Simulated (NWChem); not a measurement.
System: SiCl₃F; SMILES [Si](Cl)(F)(Cl)Cl

Computed with NWChem. Each level has its own optimisation; frequencies are unscaled.

```tsv
level	r F–Si (Å)	r Cl–Si (Å)	highest harmonic frequency (cm⁻¹)	lowest (cm⁻¹)	zero-point energy (kcal/mol)	dipole (D)
Hartree-Fock/STO-3G	1.591	2.069	1017	168	5.9	1.42
Hartree-Fock/3-21G	1.610	2.111	1031	155	5.4	0.14
B3LYP/3-21G	1.636	2.129	952	141	5.0	0.26
PBE-D3(BJ)/def2-SVP	1.619	?	?	153	5.3	?
```

Q: Fill in the missing entries.

A: 
- PBE-D3(BJ)/def2-SVP, r Cl–Si (Å): 2.043
- PBE-D3(BJ)/def2-SVP, highest harmonic frequency (cm⁻¹): 914
- PBE-D3(BJ)/def2-SVP, dipole (D): 0.54
